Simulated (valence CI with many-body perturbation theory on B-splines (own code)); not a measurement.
**Forbidden lines of Ga25+**

Computed by configuration interaction combined with many-body perturbation theory (CI+MBPT): four valence electrons over a frozen Dirac-Fock core [He], a basis of 11 s, 11 p, 10 d, 8 f, 5 g, 2 h functions for each j, with the one-electron correlation potential Σ1, the two-electron term Σ2, the three-electron term Σ3, Breit, model QED; selected CI, second order for the rest, scaled by the run's own slope (own B-spline code, finite nucleus).

No measured levels were compared; by estimate levels of excited configurations hold to 0.05 to 0.15 % of their energy, terms of the ground configuration to about 0.5 %. Among the levels kept, up to 1000 cm⁻¹ of a level comes from second order outside the variational space, and about a tenth of that is noise between levels of different J, which matters for small intervals.

Lines 1 to 42 of 42 in falling wavelength, among levels below 128.10 Ry, chosen from the decays that carry over 1 % of a level's rate. Wavelengths and rates use the calculated energies, so an error of 800 cm⁻¹ moves a line at 415.3 Å by 0.33 % and its rate by three times that or more. Electric multipoles are in the length gauge with retardation, E1 and E2 with the static RPA response of the core. M1 uses the relativistic operator with retardation. Weak lines are less certain than strong ones. Lines between different terms over intervals too small for the method are left out, as are lines whose strength nearly cancels. The highest levels of a list are the least certain.

Names give the largest LS component (configuration and term), which can be under half, so a name can repeat, a term be missing and a line seem to break the LS rules; names also repeat where a configuration has a term twice. Letters in brackets count levels of one name in rising energy.

| λ vac (Å) | Upper | Lower | Type | A (s⁻¹) | Branch % |
| --- | --- | --- | --- | --- | --- |
| 1554 | 2s2 2p2 3P_2 | 2s2 2p2 3P_1 | M1 | 2.15e+03 | 99.2 |
| 535.4 | 2s2 2p2 3P_1 | 2s2 2p2 3P_0 | M1 | 9.85e+04 | 100.0 |
| 415.3 | 2s2 2p2 1D_2 | 2s2 2p2 3P_2 | M1 | 1.36e+05 | 46.8 |
| 327.7 | 2s2 2p2 1D_2 | 2s2 2p2 3P_1 | M1 | 1.55e+05 | 53.2 |
| 215.1 | 2s2 2p2 1S_0 | 2s2 2p2 3P_1 | M1 | 8.56e+05 | 99.9 |
| 9.331 | 2s2 2p 3d 3F°_4 | 2s 2p3 1D°_2 | E2 | 2.97e+07 | 1.3 |
| 9.132 | 2s2 2p 3d 3F°_4 | 2s 2p3 3P°_2 | E2 | 1.22e+08 | 5.5 |
| 8.963 | 2s2 2p 3d 3F°_4 | 2s 2p3 3D°_3 | E2 | 4.48e+07 | 2.0 |
| 8.906 | 2s2 2p 3d 3F°_4 | 2s 2p3 3D°_2 | E2 | 3.14e+07 | 1.4 |
| 8.814 | 2s 2p2 3p 3F°_4 | 2s 2p3 1D°_2 | E2 | 5.29e+08 | 2.4 |
| 8.747 | 2s 2p2 3p 5D°_4 | 2s 2p3 3D°_3 | E2 | 7.64e+08 | 6.5 |
| 8.689 | 2s2 2p 3p 3D_1 | 2s2 2p2 3P_2 | E2 | 5.51e+09 | 6.1 |
| 8.653 | 2s2 2p 3p 3P_1 [b] | 2s2 2p2 1D_2 | E2 | 8.55e+09 | 1.5 |
| 8.641 | 2s2 2p 3p 3D_1 | 2s2 2p2 3P_1 | E2 | 5.21e+09 | 5.8 |
| 8.636 | 2s 2p2 3p 3F°_4 | 2s 2p3 3P°_2 | E2 | 8.49e+08 | 3.9 |
| 8.635 | 2s 2p2 3p 3P°_0 [d] | 2s 2p3 1D°_2 | E2 | 1.19e+10 | 3.2 |
| 8.634 | 2s2 2p 3p 3P_2 | 2s2 2p2 1D_2 | E2 | 6.00e+09 | 1.7 |
| 8.624 | 2s2 2p 3p 3D_3 | 2s2 2p2 1D_2 | E2 | 2.63e+09 | 2.3 |
| 8.614 | 2s2 2p 3p 3P_0 | 2s2 2p2 3P_2 | E2 | 8.22e+09 | 1.7 |
| 8.606 | 2s2 2p 3p 3D_2 | 2s2 2p2 3P_2 | E2 | 3.64e+09 | 2.6 |
| 8.567 | 2s 2p2 3d 5F_5 | 2s 2p3 3D°_3 | M2 | 5.21e+07 | 3.1 |
| 8.558 | 2s2 2p 3p 3D_2 | 2s2 2p2 3P_1 | E2 | 1.72e+09 | 1.2 |
| 8.498 | 2s 2p2 3p 5D°_3 | 2s 2p3 5S°_2 | E2 | 5.66e+09 | 9.2 |
| 8.485 | 2s 2p2 3p 3F°_4 | 2s 2p3 3D°_3 | E2 | 5.14e+09 | 23.7 |
| 8.449 | 2s2 2p 3p 3D_3 | 2s2 2p2 3P_2 | E2 | 3.98e+09 | 3.5 |
| 8.434 | 2s 2p2 3p 3F°_4 | 2s 2p3 3D°_2 | E2 | 3.78e+09 | 17.4 |
| 8.433 | 2s 2p2 3p 5D°_4 | 2s 2p3 5S°_2 | E2 | 7.00e+09 | 59.3 |
| 8.431 | 2s2 2p 3d 3F°_4 | 2s2 2p2 1D_2 | M2 | 5.34e+07 | 2.4 |
| 8.424 | 2s2 2p 3p 3D_2 | 2s2 2p2 3P_0 | E2 | 4.52e+09 | 3.2 |
| 8.403 | 2s2 2p 3p 3D_3 | 2s2 2p2 3P_1 | E2 | 3.40e+09 | 3.0 |
| 8.055 | 2p3 3d 3G°_4 | 2s 2p3 1D°_2 | E2 | 2.57e+09 | 3.9 |
| 7.925 | 2s 2p2 3d 5D_4 | 2s2 2p2 3P_2 | E2 | 2.44e+09 | 2.6 |
| 7.905 | 2p3 3d 3G°_4 | 2s 2p3 3P°_2 | E2 | 1.23e+09 | 1.9 |
| 7.778 | 2p3 3d 3G°_4 | 2s 2p3 3D°_3 | E2 | 1.51e+09 | 2.3 |
| 7.737 | 2p3 3d 1S°_0 | 2s 2p3 3D°_2 | E2 | 1.01e+10 | 1.2 |
| 7.736 | 2p3 3d 3G°_4 | 2s 2p3 3D°_2 | E2 | 2.27e+10 | 34.5 |
| 7.664 | 2p3 3d 5D°_2 | 2s 2p3 5S°_2 | E2 | 2.40e+10 | 1.6 |
| 7.663 | 2p3 3d 5D°_3 | 2s 2p3 5S°_2 | E2 | 2.64e+10 | 5.0 |
| 7.660 | 2p3 3d 5D°_0 | 2s 2p3 5S°_2 | E2 | 2.96e+10 | 4.9 |
| 7.659 | 2p3 3d 5D°_1 | 2s 2p3 5S°_2 | E2 | 2.96e+10 | 1.1 |
| 7.656 | 2p3 3d 5D°_4 | 2s 2p3 5S°_2 | E2 | 2.92e+10 | 33.0 |
| 7.529 | 2p3 3d 3G°_4 | 2s 2p3 5S°_2 | E2 | 1.32e+09 | 2.0 |
